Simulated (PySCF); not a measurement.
**Question.** Write Cartesian coordinates for InChI=1S/C6H10BP/c7-8-6-4-2-1-3-5-6/h1-5H,8H2,7H3 as optimised with PBE0-D3(BJ)/def2-SVP.

**Answer.** 
```xyz
18
C6H10BP angstrom
B      2.9944    0.5804    0.1631
P      1.7955   -0.8534   -0.2614
C      0.0138   -0.5150   -0.1887
C     -0.6865   -0.6823    1.0112
C     -2.0360   -0.3454    1.0845
C     -2.6916    0.1661   -0.0345
C     -1.9948    0.3425   -1.2289
C     -0.6452    0.0069   -1.3073
H      2.6952    0.8764    1.3106
H      4.1065    0.0889    0.0382
H      2.7223    1.4387   -0.6635
H      1.9420   -1.4260   -1.5500
H      1.9136   -2.0201    0.5352
H     -0.1784   -1.0767    1.8953
H     -2.5780   -0.4821    2.0230
H     -3.7501    0.4297    0.0251
H     -2.5044    0.7453   -2.1072
H     -0.1046    0.1541   -2.2461
```

Any rigid rotation of these coordinates is as good. Atoms count from 1 in this order. The 6-membered ring C3–C4–C5–C6–C7–C8 has internal angles of 119.6° to 120.1°; it is planar, 0.00 Å rms from its mean plane, widest ring torsion 1°. B1 (four-coordinate boron) is distorted tetrahedral (angles from 103.7° to 114.6°). P2 (phosphorus bonded to B, C and 2 H) is distorted tetrahedral (angles from 99.8° to 117.8°).

Bonds between heavy atoms (Å): B1–P2 1.917, P2–C3 1.815, C3–C4 1.399, C4–C5 1.393, C5–C6 1.394, C6–C7 1.394, C7–C8 1.393, C3–C8 1.399.

The calculation used PBE0-D3(BJ)/def2-SVP geometry optimisation, gas phase in PySCF.

Point group: Cs (every atom within 0.08 Å of its image). Stationary, but not proved a minimum. One conformer, not necessarily the lowest (B1–P2–C3–C4 -88°).

The run took 45 s of wall time on one thread, AMD EPYC 9R45 (x86_64) (shared host), and the process peaked at 0.70 GiB of memory. These figures are those of the optimisation.
